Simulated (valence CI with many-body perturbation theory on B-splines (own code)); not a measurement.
Questions on Tl59+

Calculated by configuration interaction combined with many-body perturbation theory (CI+MBPT): four valence electrons over a frozen Dirac-Fock core [Ar], a basis of 7 s, 7 p, 8 d, 6 f, 4 g, 1 h functions for each j, with the one-electron correlation potential Σ1 (screened to all orders), the two-electron term Σ2, the three-electron term Σ3, Breit, model QED; selected single and double excitations, second order for the rest, scaled by the run's own slope (own B-spline code, finite nucleus).

The last digits are not significant, and no measured levels were compared; by estimate large intervals hold to a few tenths of a per cent, small ones and those within an open d or f shell to about a per cent. The list stops below the first excitations out of the core. Only levels of the ground parity were solved; by the run's estimate the other parity begins above the list, which can be wrong where configurations are misplaced.

Levels are named by their leading jj configuration (3d3/2^4 stands for four electrons in 3d with j = 3/2), which in mixed levels can hold well under half, so a name can repeat and another be missing.

Rates and lifetimes use the calculated energies. Strong lines usually hold to 10 to 20 %, long lifetimes can be off by a factor of two.

Question: What is the ground level?

Answer: (3d3/2^4) J=0, composition 61 % 3d⁴ ³P + 24 % 3d⁴ ⁵D + 15 % 3d⁴ ¹S.

Question: How well does LS coupling describe the low levels?

Answer: Among the lowest 18 levels the leading LS term, summed over configurations, holds 49 % on average. For single configurations the figures are 49 % in LS and 99 % in jj coupling. Terms mix most in the J = 2 level at 964090 cm⁻¹, where the leading one holds 27 %.

Question: What is the ionisation energy?

Answer: 6241 eV; NIST lists 6241 ± 7 eV (theoretical).
